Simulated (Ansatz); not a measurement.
`[OH][GeH2][SH]` + `O[SiH3]` → `[SiH3][O][GeH2][SH]` + H₂O  (ligand exchange at a Ge–O bond)

Calculated with Ansatz (gas phase, PBE0-D4/def2-TZVP geometries, no zero-point term in ΔE). CBS: MP2 limit from def2 TZ/QZ plus the TZ coupled-cluster correction, frozen cores. This one scheme is used for every species. DFT in def2-TZVPP. B3LYP here is the variant with VWN-RPA as its local correlation; programs differ in this. For Ge outer-core shells are correlated without core-valence functions, which leaves a few kJ/mol of doubt a bond. Scalar relativity is left out up to krypton. Each species was taken in one conformer, which may not be the lowest.

| level | ΔE (kJ/mol) |
| --- | --- |
| r2SCAN-D4 | -12.7 |
| PBE0-D4 | -14.9 |
| B2PLYP | -11.7 |
| B3LYP | -7.4 |
| HF/def2-TZVPP | -13.7 |
| SCS-MP2/def2-TZVPP | -16.8 |
| MP2/def2-QZVPP | -19.2 |
| CCSD/CBS(def2) | -18.8 |

What does CCSD(T)/CBS give? (Best estimate.)

The calculation gave: -19.3 kJ/mol. The listed levels differ from it by 6.6, 4.4, 7.6, 11.9, 5.6, 2.5, 0.1, 0.5 kJ/mol.

Largest T1 diagnostic among the species: 0.012.

In def2-TZVPP, CCSD(T) changes the Hartree–Fock value by −4.0 kJ/mol (the triples alone add −0.5 kJ/mol) and MP2 by −4.3 kJ/mol. The D4 term adds −9.3 kJ/mol with B3LYP and −5.4 kJ/mol with PBE0; it sums over pairs of atoms, weighted by their polarisabilities, and B3LYP, whose exchange is more repulsive, gets the larger term. From PBE to PBE0 (25 % exact exchange), in def2-TZVPP and without D4, ΔE moves by −3.5 kJ/mol.
